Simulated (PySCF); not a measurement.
Substituent effects on chemical shifts

Parent skeleton `[CH:1]1=[CH:2][CH2:3][SiH2:4][CH2:5]1`; one hydrogen on atom 3 is replaced by X. Hydrogens on one atom are averaged.

PySCF calculation with geometry from GFN2-xTB and shielding tensors at PBE0/pcSseg-1 (GIAO); relativity neglected, no solvent, fast rotation and ring inversion assumed for equivalent nuclei, one conformer.

Chemical shifts δ = σref − σ; TMS for 13C (σref 186.93) and 29Si (σref 349.16) and 1H (σref 31.72), all at this level.

Parent (X = H): C1 138.7, C2 138.7, C3 17.0, Si4 -36.2, C5 17.0, H(C1) 6.13, H(C2) 6.13, H(C3) 1.79, H(Si4) 4.32 ppm. Effects are Δδ = δ(X) − δ(H), positive for deshielding.

Four derivatives gave (Δδ, ppm):
```csv
compound,C1,C2,C3,Si4,C5,H(C1),H(C2),H(C3),H(Si4)
1,+6.6,-0.5,+62.4,+8.1,+0.5,+0.31,+0.19,+3.42,+0.19
2,+1.3,+3.8,+19.3,+15.4,+0.0,+0.17,-0.04,+1.96,-0.01
3,+4.1,+2.2,+20.8,+1.6,+0.7,+0.20,-0.25,+0.65,+0.07
4,+7.6,+0.5,+45.7,+10.0,+0.3,+0.32,+0.14,+1.66,+0.27
```

Question: Their substituents are 2-thienyl, CCl3, CH2Cl, OCF3. Which is which?

Answer: 1: X = OCF3 (FC(F)(F)O[C@H]1C=CC[SiH2]1); 2: X = 2-thienyl (C1=C[C@H](c2cccs2)[SiH2]C1); 3: X = CH2Cl (ClC[C@H]1C=CC[SiH2]1); 4: X = CCl3 (ClC(Cl)(Cl)[C@H]1C=CC[SiH2]1).
